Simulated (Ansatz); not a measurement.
Input (X2C-CCSDT(Q)/cc-pwCVTZ-DK; Ansatz, a program for electronic structure): The .json basis holds the Basis Set Exchange's core-valence set for the 3d metal and cc-pVXZ-DK of the same size for its partners.

Ansatz 0.2 input:
```yaml
crystal:
  periodic: [false, false, false]
  atoms:
    - {symbol: Co, position_ang: [0.00000000, 0.00000000, 0.00000000]}
basis:
  gaussian:
    orbitals: cc-pwCVTZ-DK.json
total_charge: 1
magnetization: {spin_polarized: true, initial_magnetization: 2}
correlation: {method: ccsdt_q, frozen_orbitals: {Co: 5}}
scf: {lower_state_search: full}
```

Output:

```
mean field evaluation 544: about -37866.8927 eV, gradient 1.6e-2 eV
mean field evaluation 576: about -37866.2876 eV, gradient 1.2e-3 eV
mean field evaluation 608: about -37866.2825 eV, gradient 1.0e-1 eV
mean field evaluation 640: about -37867.7944 eV, gradient 1.7e-2 eV
mean field evaluation 672: about -37867.3396 eV, gradient 1.4e0 eV
mean field evaluation 704: about -37866.2480 eV, gradient 2.4e-1 eV
mean field evaluation 736: about -37862.6045 eV, gradient 2.8e1 eV
mean field evaluation 768: about -37866.1527 eV, gradient 2.8e-1 eV
mean field evaluation 800: about -37866.1633 eV, gradient 1.3e0 eV
mean field evaluation 832: about -37866.2072 eV, gradient 3.4e-1 eV
mean field evaluation 864: about -37863.6898 eV, gradient 3.5e1 eV
mean field evaluation 896: about -37864.9483 eV, gradient 3.0e1 eV
mean field evaluation 928: about -37866.0724 eV, gradient 1.4e0 eV
mean field evaluation 960: about -37866.2875 eV, gradient 5.6e-3 eV
mean field evaluation 992: about -37866.2851 eV, gradient 1.5e-2 eV
mean field evaluation 1024: about -37866.2841 eV, gradient 1.3e-1 eV
mean field evaluation 1056: about -37866.2876 eV, gradient 4.8e-3 eV
mean field evaluation 1088: about -37866.2822 eV, gradient 6.7e-1 eV
mean field evaluation 1120: about -37866.8924 eV, gradient 2.0e-1 eV
mean field evaluation 1152: about -37866.5952 eV, gradient 2.7e0 eV
mean field evaluation 1184: about -37866.7749 eV, gradient 9.5e-1 eV
mean field evaluation 1216: about -37866.1181 eV, gradient 2.1e0 eV
mean field evaluation 1248: about -37864.8459 eV, gradient 8.4e-1 eV
mean field evaluation 1280: about -37864.8531 eV, gradient 2.6e-1 eV
mean field evaluation 1312: about -37864.8465 eV, gradient 1.4e0 eV
mean field evaluation 1344: about -37861.5022 eV, gradient 6.2e1 eV
mean field evaluation 1376: about -37865.3858 eV, gradient 2.0e1 eV
mean field evaluation 1408: about -37862.7196 eV, gradient 2.1e1 eV
mean field -37867.79445850 eV, -1391.6157786368 hartree, gradient 4.6e-6 eV, S^2 3.007547; 23 other end points of the search recorded, 0 dependent functions left out
determinant -37867.79445850 eV, -1391.6157786368 hartree, with singles and doubles -37885.09923982 eV, -1392.2517176208 hartree
determinant -37867.34796612 eV, -1391.5993703447 hartree, with singles and doubles -37884.81423122 eV, -1392.2412437481 hartree
determinant -37866.89272434 eV, -1391.5826405177 hartree, with singles and doubles -37885.84008700 eV, -1392.2789432525 hartree
determinant -37866.50429187 eV, -1391.5683658877 hartree, with singles and doubles -37885.56972628 eV, -1392.2690076792 hartree
determinant -37866.28756917 eV, -1391.5604014756 hartree, with singles and doubles -37884.05675938 eV, -1392.2134071711 hartree
determinant -37866.28240099 eV, -1391.5602115483 hartree, with singles and doubles -37884.04675002 eV, -1392.2130393340 hartree
determinant -37866.19195768 eV, -1391.5568878179 hartree, with singles and doubles -37884.03605438 eV, -1392.2126462764 hartree
determinant -37865.29812022 eV, -1391.5240398973 hartree, with singles and doubles -37884.61372338 eV, -1392.2338752208 hartree
determinant -37867.79445850 eV, -1391.6157786368 hartree, with singles and doubles -37885.06135001 eV, -1392.2503251958 hartree
determinant -37866.89272434 eV, -1391.5826405177 hartree, with singles and doubles -37885.73974682 eV, -1392.2752558188 hartree
determinant -37866.50429187 eV, -1391.5683658877 hartree, with singles and doubles -37885.46650198 eV, -1392.2652142561 hartree
5 core orbitals not correlated
reference -37866.89272434 eV, -1391.5826405177 hartree; 9, 7 occupied and 88, 90 virtual orbitals, 964 factors
second order -20.43631218 eV of doubles, -0.00000000 eV of singles
coupled cluster: 8.33 GiB planned
cycle   1  -18.07864887 eV  change     2.4e0 eV  update   1.2e-1
cycle   2  -18.95779395 eV  change   -8.8e-1 eV  update   1.0e-1
cycle   3  -19.25457360 eV  change   -3.0e-1 eV  update   1.7e-2
cycle   4  -19.35402205 eV  change   -9.9e-2 eV  update   8.8e-3
cycle   5  -19.33121366 eV  change    2.3e-2 eV  update   4.7e-3
cycle   6  -19.31908782 eV  change    1.2e-2 eV  update   2.7e-3
cycle   7  -19.32073229 eV  change   -1.6e-3 eV  update   1.6e-3
cycle   8  -19.32579221 eV  change   -5.1e-3 eV  update   8.4e-4
cycle   9  -19.32662623 eV  change   -8.3e-4 eV  update   4.6e-4
cycle  10  -19.32620662 eV  change    4.2e-4 eV  update   2.7e-4
cycle  11  -19.32538125 eV  change    8.3e-4 eV  update   2.1e-4
cycle  12  -19.32624212 eV  change   -8.6e-4 eV  update   1.8e-4
cycle  13  -19.32571524 eV  change    5.3e-4 eV  update   1.0e-4
cycle  14  -19.32579386 eV  change   -7.9e-5 eV  update   7.1e-5
cycle  15  -19.32595321 eV  change   -1.6e-4 eV  update   4.5e-5
cycle  16  -19.32585787 eV  change    9.5e-5 eV  update   2.4e-5
cycle  17  -19.32587189 eV  change   -1.4e-5 eV  update   1.6e-5
cycle  18  -19.32590857 eV  change   -3.7e-5 eV  update   1.0e-5
cycle  19  -19.32589999 eV  change    8.6e-6 eV  update   6.1e-6
cycle  20  -19.32588538 eV  change    1.5e-5 eV  update   3.2e-6
cycle  21  -19.32587931 eV  change    6.1e-6 eV  update   1.9e-6
cycle  22  -19.32588376 eV  change   -4.4e-6 eV  update   8.8e-7
cycle  23  -19.32588255 eV  change    1.2e-6 eV  update   5.7e-7
perturbative correction -0.01023891 eV, -0.0003762732 hartree
Total energy: -37886.22884580 eV, -1392.2932298749 hartree
Relativity: scalar
```
